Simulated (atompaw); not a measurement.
**Plane-wave convergence, PAW (atompaw) potential for nickel (Ni)**

nickel, PAW, made with atompaw 4.2.0.5 (PBE, scalar-relativistic). Core [Ne], reference 3s2 3p6 3d8 4s0 4p0 (charge +2). Waves: 3s (bound): rc 1.20 bohr; 4s (bound, empty): rc 1.45 bohr; 3p (bound): rc 1.30 bohr; 4p (bound, empty): rc 1.45 bohr; 3d (bound): rc 0.90 bohr; 3d channel at -1.25 Ry: rc 1.45 bohr. Local part: bessel scheme, radius 1.15 bohr. Core correction: smooth core density matched at 1.20 bohr. Augmentation charge: besselshape compensation charge, radius 1.40 bohr; PAW radius 1.45 bohr; waves and projectors: custom rrkj gramschmidtortho.

The pseudo-atom Hamiltonian at the reference potential is diagonalised in spherical Bessel functions j_l(qr) that vanish at 20 bohr, with q² up to the cutoff. All-electron valence levels (Ry): 3s -9.6097, 4s -1.5911, 3p -6.6955, 4p -1.1040, 3d -2.0848.

How do the lowest levels (Ry) of each channel move with the cutoff, and are there ghosts?

```tsv
cutoff (Ry)	s #1	s #2	p #1	p #2	p #3	d #1	f #1	Σ f·Δε (mRy)
8	-8.8135	-1.2963	-5.0531	-0.8393	-0.3628	-0.8610	-0.2700	21237.8
15	-9.3769	-1.4002	-6.3204	-0.9450	-0.3916	-1.3554	-0.2701	8552.7
21	-9.5295	-1.4602	-6.5475	-0.9726	-0.3991	-1.6799	-0.2702	4289.2
35	-9.6046	-1.5610	-6.6811	-1.0171	-0.4113	-1.8893	-0.2702	1661.0
50	-9.6089	-1.5903	-6.6943	-1.0772	-0.4287	-1.9475	-0.2702	1108.2
60	-9.6092	-1.5904	-6.6944	-1.0992	-0.4354	-1.9652	-0.2702	965.4
90	-9.6097	-1.5911	-6.6954	-1.1032	-0.4367	-2.0381	-0.2702	374.9
120	-9.6097	-1.5911	-6.6955	-1.1038	-0.4369	-2.0805	-0.2702	35.5
180	-9.6097	-1.5912	-6.6955	-1.1039	-0.4369	-2.0840	-0.2702	7.1
230	-9.6097	-1.5912	-6.6955	-1.1039	-0.4369	-2.0848	-0.2702	1.1
350	-9.6097	-1.5912	-6.6955	-1.1039	-0.4369	-2.0849	-0.2702	0.0
400	-9.6097	-1.5912	-6.6955	-1.1039	-0.4369	-2.0849	-0.2702	0.0
```

Result: no extra level below or beside the all-electron valence levels (s, p, d, f tested); 10 mRy is reached at 180 Ry and 1 mRy at 260 Ry.
